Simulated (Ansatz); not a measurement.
Ansatz (a quantum-chemistry and plane-wave program) input (CCSD(T)/aug-cc-pV(D+d)Z):
A basis named .json is the Basis Set Exchange file of that set.

Ansatz 0.2 input:
```yaml
crystal:
  periodic: [false, false, false]
  atoms:
    - {symbol: N, position_ang: [-2.19177987, -0.74232467, -0.67288477]}
    - {symbol: C, position_ang: [-0.87384911, -0.29933315, -0.25580611]}
    - {symbol: C, position_ang: [-0.61321089, 1.01141080, 0.10134544]}
    - {symbol: S, position_ang: [1.08733458, 1.04688191, 0.44753425]}
    - {symbol: C, position_ang: [1.39854886, -0.63719192, 0.14256068]}
    - {symbol: C, position_ang: [0.22094243, -1.22107817, -0.24383759]}
    - {symbol: H, position_ang: [-2.78106730, 0.08453494, -0.63798773]}
    - {symbol: H, position_ang: [-2.57184274, -1.39091683, 0.01293699]}
    - {symbol: H, position_ang: [2.36996035, -1.10365921, 0.23519661]}
    - {symbol: H, position_ang: [0.13346778, -2.26664191, -0.52607518]}
basis:
  gaussian:
    orbitals: aug-cc-pV_D+d_Z.json
total_charge: -1
magnetization: {spin_polarized: false}
correlation: {method: ccsd_t, electrons: outside_noble_gas}
```

End of the output:

```
integrals: 0.78 GiB planned
1833 factors; integrals over basis functions are off by at most 6.4e-4 eV
1.10 GiB of device memory are held for the factors and their scratch space
mean field: 1.07 GiB planned
mean field evaluation 1: about -16479.6649 eV, gradient 3.2e1 eV
mean field evaluation 2: about -16479.6844 eV, gradient 3.2e1 eV
mean field evaluation 4: about -16483.0068 eV, gradient 6.0e0 eV
mean field evaluation 8: about -16483.1465 eV, gradient 5.7e-1 eV
mean field evaluation 16: about -16482.3694 eV, gradient 1.5e1 eV
mean field -16483.14985517 eV, -605.7445844972 hartree, gradient 3.4e-6 eV, S^2 0.000000; 0 other end points of the search recorded, 0 dependent functions left out; unrestricted orbitals would lower it
10 core orbitals not correlated
reference -16483.14985517 eV, -605.7445844972 hartree; 16, 16 occupied and 157, 157 virtual orbitals, 1833 factors
second order -24.13249122 eV of doubles, -0.00000000 eV of singles
coupled cluster: 4.10 GiB planned
cycle   1  -24.00510181 eV  change    1.3e-1 eV  update   1.4e-1
cycle   2  -24.72847087 eV  change   -7.2e-1 eV  update   4.4e-2
cycle   3  -24.90921001 eV  change   -1.8e-1 eV  update   2.4e-2
cycle   4  -24.90299095 eV  change    6.2e-3 eV  update   8.1e-3
cycle   5  -24.89890374 eV  change    4.1e-3 eV  update   4.9e-3
cycle   6  -24.89995398 eV  change   -1.1e-3 eV  update   2.0e-3
cycle   7  -24.89928249 eV  change    6.7e-4 eV  update   9.1e-4
cycle   8  -24.89878711 eV  change    5.0e-4 eV  update   3.9e-4
cycle   9  -24.89885677 eV  change   -7.0e-5 eV  update   1.7e-4
cycle  10  -24.89899646 eV  change   -1.4e-4 eV  update   7.3e-5
cycle  11  -24.89889924 eV  change    9.7e-5 eV  update   3.8e-5
cycle  12  -24.89892279 eV  change   -2.4e-5 eV  update   1.8e-5
perturbative correction -1.25596647 eV, -0.0461559164 hartree
Total energy: -16509.30474443 eV, -606.7057589490 hartree
```

It need not be the lowest isomer of its formula. Whether it binds its extra electron was not tested at this geometry.
